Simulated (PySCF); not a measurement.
Ga(Cl)(OH)(NH2), H3ClGaNO, SMILES [Cl][Ga]([NH2])[OH], PBE0/def2-SVP optimised geometry.

```
7

Ga    -0.12     0.28     0.00
Cl    -1.16     2.16     0.00
O      1.65     0.28     0.00
H      2.04     1.17     0.00
N     -1.03    -1.26    -0.02
H     -0.58    -2.16     0.02
H     -2.04    -1.31     0.02
```

Density from PBE0/def2-TZVP run with PySCF 2.14.0 at that geometry.

Minimum of the electron density along straight lines between bonded atoms, close to the bond critical point (lines longer than 1.1 times the sum of covalent radii, or with two minima, are not listed):

```
bond     length / Å  ρ at the minimum / e bohr⁻³  ∇²ρ there / e bohr⁻⁵  position (fraction from the first atom)
-------  ----------  ---------------------------  --------------------  ---------------------------------------
Ga1–Cl2       2.149                   (withheld)            (withheld)                                     0.44
Ga1–O3        1.774                        0.139            (withheld)                                     0.48
O3–H4         0.963                        0.357                 -2.40                                     0.81
Ga1–N5        1.791                        0.144                  0.60                                     0.48
N5–H6         1.011                        0.333                 -1.67                                     0.74
N5–H7         1.011                        0.334                 -1.67                                     0.74
```

Complete the blanks.


- Ga1–Cl2, ρ at the minimum / e bohr⁻³: 0.096
- Ga1–Cl2, ∇²ρ there / e bohr⁻⁵: 0.27
- Ga1–O3, ∇²ρ there / e bohr⁻⁵: 0.75
